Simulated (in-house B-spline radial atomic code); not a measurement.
Computed with a B-spline radial atomic code. Model: two electrons, singlet ground state, non-relativistic, full CI in B-splines with partial waves to l = 8 (at full coupling up to 3e-4 hartree above the limit, correlation up to 0.6 % small), density held at that of full coupling by Lieb maximisation.

Along the adiabatic connection the electron repulsion is scaled by a coupling λ while a local potential keeps the density fixed. At λ = 0 the system is the Kohn-Sham one and W equals the exchange energy; the exchange-correlation energy is the area under W between 0 and 1. The kinetic energy rises with λ as the electrons avoid each other, with dT/dλ = −λ dW/dλ.

Command:
```bash
python run_ac.py task.json out
```
Settings (lengths in bohr, energies in hartree):
```
potential              dot
strength               0.485
lmax                   8
second                 1.5
```

Cost of the run: 17 s on 1 thread of Intel(R) Xeon(R) Processor @ 2.30GHz, with other jobs on the host.

**W = mean repulsion less Hartree energy, and W of three functionals.**

Given: confinement charge in harmonic well; well frequency 0.485 hartree; nuclear charge 1.5; external potential omega^2 r^2/2 - Z/r.

Computed: LDA exchange minus exact 128.17 millihartree; PBE exchange minus exact 22.318 millihartree.

```tsv
coupling	W xc (hartree)	W xc minus exchange (millihartree)	kinetic minus Kohn-Sham (millihartree)	LDA (PW92) W minus its exchange (millihartree)	PBE W minus its exchange (millihartree)	SCAN W minus its exchange (millihartree)
0	-0.89149	0	0	0	0	0
0.02	-0.89333	-1.842	0.02	-11.58	-2	-1.84
0.05	-0.89605	-4.569	0.11	-23.55	-5.02	-4.53
0.12	-0.90226	-10.772	0.64	-44.71	-12.03	-10.57
0.25	?	?	?	?	?	?
0.4	-0.92503	-33.542	6.49	-100.02	-38.23	-32.24
0.6	?	?	?	?	?	?
0.8	-0.95277	-61.284	22.97	-151	-70.18	-58.29
1	-0.9649	-73.419	33.87	-170.73	-84.1	-69.68
1.4	-0.98636	-94.87	59.49	-203.38	-108.66	-89.9
2	-1.0129	-121.44	104.37	-241.3	-139.14	-115.25
3	-1.0466	-155.14	187.71	-287.38	-178.34	-148.1
4.5	-1.0817	-190.21	317.45	-334.87	-220.56	-183.38
7	-1.1183	-226.83	524.01	-385.98	-267.44	-221.36
10	-1.145	-253.48	747.39	-425.38	-304.29	-249.27
```

(1) What belongs in the row 0.25?

(2) What belongs in the row 0.6?

(3) What is the SCAN exchange minus exact?

**Energy parts, natural occupations and partial-wave weights.**

Computed: total energy -1.0560 hartree; exchange energy -0.89149 hartree; correlation energy -0.03955 hartree; initial slope twice GL2 -0.092551 hartree; kinetic part over minus potential part 0.4613; Hartree energy 1.783 hartree; Lieb Oxford ratio E_xc over LDA exchange 1.2197.

```csv
natural,occupation of the shell (electrons)
s,1.9819
p,0.011752
s,0.0053979
d,0.00045626
p,?
s,7.4142e-05
```

(4) What belongs in the row p?

```json
{"wave": "s", "weight": "0.99369"}
{"wave": "p", "weight": "?"}
{"wave": "d", "weight": "0.00024904"}
{"wave": "f", "weight": "3.2979e-05"}
{"wave": "g", "weight": "7.4806e-06"}
```

(5) What belongs in the row p?

(6) What is the kinetic part of the DFT correlation energy?

(7) What is the Kohn-Sham kinetic?

## Answers

(1) W xc (hartree): -0.91322; W xc minus exchange (millihartree): -21.732; kinetic minus Kohn-Sham (millihartree): 2.66; LDA (PW92) W minus its exchange (millihartree): -73.94; PBE W minus its exchange (millihartree): -24.61; SCAN W minus its exchange (millihartree): -21.06.

(2) W xc (hartree): -0.93953; W xc minus exchange (millihartree): -48.043; kinetic minus Kohn-Sham (millihartree): 13.72; LDA (PW92) W minus its exchange (millihartree): -127.95; PBE W minus its exchange (millihartree): -54.95; SCAN W minus its exchange (millihartree): -45.88.

(3) 1.4679 millihartree.

(4) occupation of the shell (electrons): 0.00025953.

(5) weight: 0.0060159.

(6) 0.033868 hartree.

(7) 2.0067 hartree.

Half-way to full coupling W has made 56 % of its drop, against 50 % for a straight line, and second-order (GL2) theory, half the initial slope, overshoots the correlation energy by about 17 %: a moderate bend, as in light atoms. Over couplings 0 to 1 the errors in E_xc come to about +61 millihartree for LDA, +17 millihartree for PBE, +3.2 millihartree for SCAN, so SCAN is nearest. In LDA and PBE the errors of exchange and correlation have opposite signs, so the sum is smaller than the larger of the two.
